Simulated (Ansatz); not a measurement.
Mulliken charges of ClH3HfO3 (`[OH][Hf]([OH])([OH])[Cl]`) from ωB97M-V/def2-TZVPP in Ansatz (PBE0-D4/def2-TZVP geometry).

```tsv
atom	x (Å)	y (Å)	z (Å)	charge (e)
O1	-1.038	1.353	0.683	-0.412
Hf2	0.070	0.129	-0.289	1.049
O3	1.701	-0.179	0.669	-0.412
O4	-0.857	-1.528	-0.550	-0.412
Cl5	0.586	1.069	-2.411	-0.301
H6	-1.805	1.713	1.116	0.163
H7	2.378	-0.094	1.332	0.163
H8	-1.034	-2.462	-0.550	0.163
```

Problem. By hand: the dipole of these point charges (1 e Å = 4.8032 D).

Solution. Σ q r = (-0.098, -0.178, 0.402) e Å, of length 0.450 e Å = 2.16 D.

Problem. How does the dipole of the full density compare? (An estimate is asked.)

Solution. The calculation gave: (-0.164, -0.301, 0.677) e Å, 3.64 D; the point charges give 0.59 times that, at 0° from its direction.

Point charges leave out the atoms' own dipoles, such as those of lone pairs, and Mulliken's split depends on the basis, so the two needn't agree.
